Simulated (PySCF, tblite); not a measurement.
Isomers of C3H7NSSi2. Method: GFN2-xTB as coded in tblite; computed harmonic values from a numerical Hessian at the method's own geometry, unscaled. This tight-binding method is rough: wavenumbers can miss measured ones by several per cent, in bad cases by 10 to 20. Modes of hydrogen on silicon can be 10 to 20 % off. One conformer each.

Electronic energies: PBE0/pcSseg-1 single points on the GFN2-xTB geometries (PySCF, gas phase).

| SMILES | electronic energy, lowest = 0 (kcal/mol) |
| --- | --- |
| N#C[C@@H]1[SiH2]CS[SiH2]1 | 0.0 |
| [SiH3][SiH2]c1cncs1 | 22.1 |
| C=C[Si@H](C#N)S[SiH3] | 4.5 |

How do GFN2-xTB zero-point energies change the relative energies?

| SMILES | ZPE (kcal/mol) | of it from modes above 1550 cm⁻¹ | electronic (kcal/mol) | with ZPE, lowest = 0 (kcal/mol) | lowest mode (cm⁻¹) | rings |
| --- | --- | --- | --- | --- | --- | --- |
| N#C[C@@H]1[SiH2]CS[SiH2]1 | 54.7 | 29.4 | 0.0 | 0.0 | 36 | 1 |
| C=C[Si@H](C#N)S[SiH3] | 53.2 | 32.2 | 4.5 | 3.0 | 21 | 0 |
| [SiH3][SiH2]c1cncs1 | 52.7 | 24.9 | 22.1 | 20.1 | 20 | 1 |

The zero-point energies span 2.0 kcal/mol, from `[SiH3][SiH2]c1cncs1` to `N#C[C@@H]1[SiH2]CS[SiH2]1`. The order is unchanged.

And how do the electronic energies of GFN2-xTB itself compare?

`N#C[C@@H]1[SiH2]CS[SiH2]1` 0.0; `C=C[Si@H](C#N)S[SiH3]` 13.1; `[SiH3][SiH2]c1cncs1` 3.7 kcal/mol, lowest = 0. Against the energies above, taken from the same isomer `N#C[C@@H]1[SiH2]CS[SiH2]1`, the largest difference is 18.4 kcal/mol.
